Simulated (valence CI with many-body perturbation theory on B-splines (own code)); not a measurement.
**Which ion has this spectrum?**

A relativistic CI+MBPT calculation for an atom or ion with 6 electrons gives these levels (× 10³ cm⁻¹):

```
J  Parity       E     g
0    even    0.00      
1    even  932.98  1.49
2    even  1035.1  1.20
2     odd  1991.3  1.69
2    even  2040.3  1.28
0    even  2281.8      
1     odd  2388.7  1.00
2     odd  2897.5  1.48
3     odd  3102.2  1.32
0     odd  3318.1      
1     odd  3395.3  1.27
2     odd  3473.2  1.12
1     odd  3522.7  1.44
2     odd  4293.3  1.34
```

The energies are calculated, and their last digits are not significant.

Which is it?
A. Rh39+
B. Nb35+
C. Tc37+
D. Zr34+

C. Tc37+, ground level (2s^2 2p1/2^2) J=0.
